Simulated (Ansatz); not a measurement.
# Ligand exchange: C2H9FSi2 + C3H9AlO → C2H10OSi2 + C3H8AlF

Gas-phase species: C2H9FSi2 `C[SiH2]C[SiH2]F`, singlet; C3H9AlO `C[CH2][Al]([CH3])[OH]`, singlet; C2H10OSi2 `C[SiH2]C[SiH2]O`, singlet; C3H8AlF `C[CH2][Al]([CH3])[F]`, singlet. The partners trade F for OH: Si–F and Al–OH bonds give way to Si–OH and Al–F.

Shapes, held fixed at every level: PBE0-D4/def2-TZVP. Flexible molecules stand in one conformer, not always the lowest. Programs: Ansatz 0.2.0. Electronic energies: no zero-point or thermal term.

(1) Estimate ΔE of this reaction.

## Answers

(1) The highest level, CCSD(T)/CBS estimate, gives ΔE = -6.0 kJ/mol; the levels span -6.0 to -4.7. The column of differences is taken from that level and isn't an error. No measured value is set beside it here. The CBS estimate extrapolates MP2 from def2-TZVPP and def2-QZVPP and adds CCSD(T) − MP2 in the triple-zeta set, cores frozen.

| level | kind | ΔE (kJ/mol) | less CCSD(T)/CBS estimate |
| --- | --- | --- | --- |
| HF/def2-TZVPP | Hartree–Fock | -5.1 | +0.9 |
| r2SCAN-D4/def2-TZVPP | meta-GGA | -4.8 | +1.2 |
| B3LYP-D4/def2-TZVPP | global hybrid | -4.7 | +1.3 |
| wB97M-V/def2-TZVPP | range-separated hybrid | -5.1 | +0.9 |
| wB97X-V/def2-TZVPP | range-separated hybrid | -5.3 | +0.7 |
| B2PLYP/def2-TZVPP | double hybrid | -5.2 | +0.8 |
| CCSD/def2-TZVPP | coupled cluster or CI | -5.5 | +0.5 |
| CCSD(T)/CBS estimate | coupled cluster or CI | -6.0 | 0.0 |
